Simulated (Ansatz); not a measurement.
Geometry optimisation, RKS PBE0-D4/def2-SVP (Ansatz 0.2.0).

Input file:

```yaml
crystal:
  periodic: [false, false, false]
  atoms:
    - { symbol: F, position_ang: [-1.3363, -1.1609, -0.1714] }
    - { symbol: Si, position_ang: [-0.4888, -0.0468, -0.9759] }
    - { symbol: O, position_ang: [-0.0585, 1.1569, -0.0433] }
    - { symbol: P, position_ang: [1.1284, 0.6743, 0.9824] }
    - { symbol: H, position_ang: [-0.42931, 1.93161, -0.53566] }
    - { symbol: H, position_ang: [0.199, 0.0408, 1.9131] }
basis:
  gaussian: { orbitals: def2-SVP }
hamiltonian:
  xc: pbe0
  dispersion: d4
relax:
  f_tol: 0.02
  max_steps: 50
```

Run as:

```bash
$ ansatz run input.yaml --threads 1 --pin off --max-ram 2048MiB --backend cpu --events-out ev --progress --plain --runs-dir out
```

**Question.** Where does it end, and by what steps?

**Answer.** The forces met the threshold. After 9 steps the energy has fallen by 2.551 eV; O3 moved furthest, 0.42 Å.

```json
{"step": "0", "energy less start (eV)": "0.0000", "largest force component (eV/Å)": "7.125", "accepted": "yes"}
{"step": "1", "energy less start (eV)": "-1.1881", "largest force component (eV/Å)": "4.170", "accepted": "yes"}
{"step": "2", "energy less start (eV)": "-2.1134", "largest force component (eV/Å)": "1.367", "accepted": "yes"}
{"step": "3", "energy less start (eV)": "-2.4011", "largest force component (eV/Å)": "1.174", "accepted": "yes"}
{"step": "4", "energy less start (eV)": "-2.4910", "largest force component (eV/Å)": "0.897", "accepted": "yes"}
{"step": "5", "energy less start (eV)": "-2.5244", "largest force component (eV/Å)": "0.654", "accepted": "yes"}
{"step": "6", "energy less start (eV)": "-2.5391", "largest force component (eV/Å)": "0.425", "accepted": "yes"}
{"step": "7", "energy less start (eV)": "-2.5494", "largest force component (eV/Å)": "0.146", "accepted": "yes"}
{"step": "8", "energy less start (eV)": "-2.5508", "largest force component (eV/Å)": "0.085", "accepted": "yes"}
{"step": "9", "energy less start (eV)": "-2.5511", "largest force component (eV/Å)": "0.019", "accepted": "yes"}
```

```xyz
6
Properties=species:S:1:pos:R:3
F -1.349 -1.150 -0.103
Si -0.198 -0.350 -0.962
O -0.446 1.319 0.014
P 1.028 0.597 0.807
H -0.250 2.156 -0.429
H 0.230 0.024 1.842
```

Time of the run: 28 s on 1 thread of Arm Neoverse V2 (shared host), peak memory 0.16 GiB.
